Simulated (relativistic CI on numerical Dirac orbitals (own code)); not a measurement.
# Hyperfine structure of Sn²¹⁺, mass number 115

Computed by Dirac-Coulomb-Breit CI, separate exchange-only KLI orbitals for each configuration, QED by a radiative potential, unscaled Slater integrals (own radial code, finite nucleus).

Configuration list (outside the closed core [Ar]): 3d10 4s, 3d10 4p, 3d10 4d, 3d10 4f, 3d10 5s, 3d10 5p, 3d10 5d, 3d10 5f, 3d10 5g, 3d10 6s, 3d9 4p2, 3d10 6p, 3d9 4s2, 3d10 6d, 3d8 4s 4p2, 3d10 6f. Levels of other configurations are missing.

Nuclear spin I = 1/2, μ = -0.9174 μN (tables of Stone and Pyykkö). The electronic factors are computed for point nuclear moments, without core polarisation or the Bohr-Weisskopf and QED corrections.

```tsv
Level	E (eV)	A (GHz)
3d10 4s 2S_1/2	0.000	-441.2
3d10 4p 2P°_1/2	44.937	-129.9
3d10 4p 2P°_3/2	56.574	-20.65
3d10 4d 2D_3/2	129.737	-9.36
3d10 4d 2D_5/2	131.944	-3.888
3d10 4f 2F°_5/2	208.839	-1.501
3d10 4f 2F°_7/2	209.058	-0.8288
3d10 5s 2S_1/2	271.541	-194.8
```

Levels with J = 0, under 50 % of one LS term, or S terms without an open s electron are left out. Small factors come from cancelling terms and can be off by tens of per cent or more.

At this charge energies of transitions that change n are usually good to better than 1 %, and those within a shell (Δn = 0) to a few per cent.

(1) Give the hyperfine levels of 3d10 4s 2S_1/2 relative to its centre of gravity.

Results:

(1) With K = F(F + 1) − I(I + 1) − J(J + 1), E = AK/2: F = 0: 330.9, F = 1: -110.3 GHz.

LS names give the leading component of a level, which can be under half, so a name can repeat, a term be missing and a line seem to break the LS rules.
